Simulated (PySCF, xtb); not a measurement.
Be(F)(Me) (CH3BeF), SMILES [CH3][Be][F].

GFN2-xTB (xtb) at its own geometry gives an orbital gap of 6.17 eV and a dipole moment of 1.40 D.

Geometry: r2SCAN-D4/def2-TZVP.

Q: What does ωB97X/def2-TZVPD (PySCF) give? (An estimate is asked for; the answer gives what the named calculation found.)

A: gap 12.79 eV (levels -11.47 and 1.32 eV), dipole 1.32 D.
